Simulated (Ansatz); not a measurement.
C2H8GaNSi. The species carries charge 0 and has multiplicity 1. The bonds changed during the relaxation, so this is another structure than the one it started from.

Cartesian coordinates in Å:
```
C 0.7763 2.0378 0.0494
Si 0.6834 0.4912 -0.9905
C -0.3040 -0.8114 -0.0688
N -1.3530 -1.4453 -0.4441
Ga -0.7266 -1.9764 1.4973
H 1.2307 1.8190 1.0181
H -0.2203 2.4485 0.2246
H 1.3787 2.8016 -0.4469
H 2.0380 -0.0772 -1.2248
H 0.0327 0.7579 -2.3091
H -1.7608 -1.2771 -1.3686
H -1.6896 -1.3691 2.5664
H -0.0854 -3.3996 1.4971
```

Problem. List the harmonic frequencies (cm⁻¹, unscaled) at PBE0-D4/def2-TZVP in Ansatz. (Estimate.)

Solution. Ansatz gave: 56, 82, 123, 166, 244, 288, 353, 425, 490, 518, 595, 634, 684, 716, 741, 838, 850, 880, 898, 939, 1240, 1277, 1448, 1450, 1623, 1988, 1992, 2180, 2221, 3057, 3144, 3145, 3362.

Problem. Is this a minimum?

Solution. Yes, all 33 modes are real.

Problem. Give the ideal-gas thermochemistry at 298.15 K and 1 bar (rigid rotor, harmonic oscillator; point group C1, symmetry number 1).

Solution. Zero-point energy 231.2 kJ/mol; H(298) − E = 256.5 kJ/mol; entropy 386.5 J/(mol·K), of which translation 170.8, rotation 118.8, vibration 96.9; G(298) − E = 141.3 kJ/mol. Modes under 100 cm⁻¹ are hindered rotations or soft bends, so the harmonic entropy is rough.

Problem. And at 400, 500, 600, 800 and 1000 K?

Solution. 
| T (K) | H − E (kJ/mol) | S (J/mol/K) | G − E (kJ/mol) |
| --- | --- | --- | --- |
| 400 | 271.7 | 430.1 | 99.6 |
| 500 | 288.9 | 468.5 | 54.7 |
| 600 | 308.0 | 503.3 | 6.1 |
| 800 | 350.6 | 564.4 | -100.9 |
| 1000 | 397.6 | 616.7 | -219.1 |

Problem. Rotational constants (cm⁻¹)?

Solution. 0.1871, 0.03579, 0.0323.
